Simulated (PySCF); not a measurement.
Work out the structure from these simulated measurements.

Formula: C2HF5S.

| Item | Value |
| --- | --- |
| Rotational structure | rotational constants A, B, C: 2.608, 1.706, 1.705 GHz [PBE0-D3(BJ)/def2-SVP] |
| 13C NMR | chemical shifts (computed TMS as zero) by class: 87.1 (1 C), 72.5 (1 C) ppm [GIAO PBE0/pcSseg-1] |
| Polarisability | 49.1 au [CAM-B3LYP/def2-SVPD] |
| 1H NMR | chemical shifts (computed TMS as zero) by class: 2.83 (1 H) ppm [GIAO PBE0/pcSseg-1] |
| UV, first state | lowest singlet excitation: 6.44 eV (193 nm, f = 0.000) [TDDFT CAM-B3LYP/def2-SVPD] |
| Triplet | lowest triplet excitation (Tamm–Dancoff): 5.19 eV [TDA CAM-B3LYP/def2-SVPD] |
| NMR, other nuclei | isotropic shieldings of nuclei other than C and H, by class: 69 (1 F), 74 (4 F), 346 (1 S) ppm [GIAO PBE0/pcSseg-1] |
| Valence photoelectron | vertical ionisation energy: 12.15 eV [ΔSCF CAM-B3LYP/def2-SVPD] |

Gas-phase values; electronic properties from PySCF, density fitting. Levels stand in brackets. Isolated species at its PBE0-D3(BJ)/def2-SVP geometry, gas phase. Each NMR value is the plain mean over a class of atoms that symmetry, rotation or inversion makes alike.

Q: Propose a structure and show how it fits.

A: Numbering: `[CH:1]#[C:2][S:3]([F:4])([F:5])([F:6])([F:7])[F:8]`. 2 carbons fall into 2 classes; from least to most shielded: alkyne carbon [C2] (87.1 ppm), terminal alkyne carbon [C1] (72.5 ppm). The one hydrogen (2.83 ppm): alkyne hydrogen. The other shieldings belong to: 69 ppm, sulfur-bound fluorine [F6]; 74 ppm, sulfur-bound fluorine [F4/F5/F7/F8]; 346 ppm, sulfur bonded to C and 5 F [S3]. The optimised geometry has point group C4v and is a prolate symmetric top (the spread among constants that symmetry makes equal is optimisation noise). Structure: `C#CS(F)(F)(F)(F)F`. The assignments are read from this structure; whether some other isomer fits the data as well wasn't checked.
